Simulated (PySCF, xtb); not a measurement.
1-chloroethenyl(methyl)silane (C₃H₇ClSi), SMILES C=C(Cl)[SiH2]C.

xtb 6.7.1 with GFN2-xTB at its own geometry gives an orbital gap of 4.29 eV and a dipole moment of 1.63 D.

Geometry: B3LYP-D3(BJ)/def2-SVP. The values are those of a single conformer.

**Question.** What does PBE/def2-TZVP (PySCF) give? (The exact figures need the calculation; the answer reports its results.)

**Answer.** gap 4.74 eV (levels -6.41 and -1.66 eV), dipole 1.25 D.
